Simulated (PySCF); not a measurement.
O2Si2, SMILES o1[si]2o[si]1=2. Heavy atoms are numbered as in [si:1]12[o:3][si:2]=1[o:4]2.

Geometry: B3LYP-D3(BJ)/def2-SVP.

These are PySCF with PBE/pcSseg-2 values and carry that method's errors.

GIAO shieldings, no solvent; atoms alike by connectivity are averaged. δ = σ(ref) − σ: ²⁹Si against TMS (σ = 324.1 ppm); ¹⁷O against H2O (σ = 327.5 ppm), references at their B3LYP-D3(BJ)/def2-TZVP geometries, non-relativistic.

Q: Estimate the chemical shifts. (An estimate is asked for; the answer gives what the named calculation found.)

A: 
```json
[
 {"nucleus": "²⁹Si", "atoms": "Si1", "count": "2", "δ (ppm)": "200.3"},
 {"nucleus": "¹⁷O", "atoms": "O3", "count": "2", "δ (ppm)": "459.3"}
]
```
